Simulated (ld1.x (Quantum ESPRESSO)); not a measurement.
# u(r) = r·R(r): atom against pseudo-atom (oxygen (O))

Columns: radius, all-electron u(r) and pseudo u(r) of the 2p shell (level -24.55 eV) of oxygen in the configuration [He] 2s2 2p3; PW91, scalar-relativistic, RRKJ scheme, ld1.x (Quantum ESPRESSO) 7.5.

```tsv
r (bohr)	all-electron	pseudo
0.053	0.0383	0.0195
0.105	0.1237	0.0744
0.158	0.2315	0.1608
0.210	0.3420	0.2665
0.262	0.4480	0.3830
0.315	0.5465	0.5021
0.368	0.6327	0.6126
0.420	0.7047	0.7061
0.473	0.7655	0.7824
0.525	0.8135	0.8381
0.578	0.8510	0.8767
0.630	0.8776	0.8996
0.683	0.8954	0.9113
0.735	0.9047	0.9144
0.788	0.9070	0.9117
0.840	0.9033	0.9049
0.893	0.8944	0.8946
0.945	0.8815	0.8815
0.998	0.8647	0.8647
1.050	0.8455	0.8455
1.102	0.8241	0.8241
1.155	0.8005	0.8005
1.208	0.7756	0.7756
1.260	0.7502	0.7502
1.313	0.7238	0.7238
1.365	0.6974	0.6974
```

(1) How many radial nodes do the two functions have?

(2) At about which radius was the pseudo-wave matched?

(3) Where does each function peak?

(4) Is the pseudo-wave norm-conserving?

## Answers

(1) The all-electron 2p function has n − l − 1 = 0; the pseudo-wave has 0.

(2) 0.95 bohr. The columns agree to 0.0005 from 0.89 bohr on; several derivatives are matched, so the curves merge somewhat inside the radius.

(3) Outermost all-electron maximum near 0.79 bohr, pseudo maximum near 0.73 bohr (to the table’s step).

(4) Yes: the RRKJ scheme keeps the norm inside the radius equal to the all-electron one, which fixes the energy derivative of the logarithmic derivative at the level.
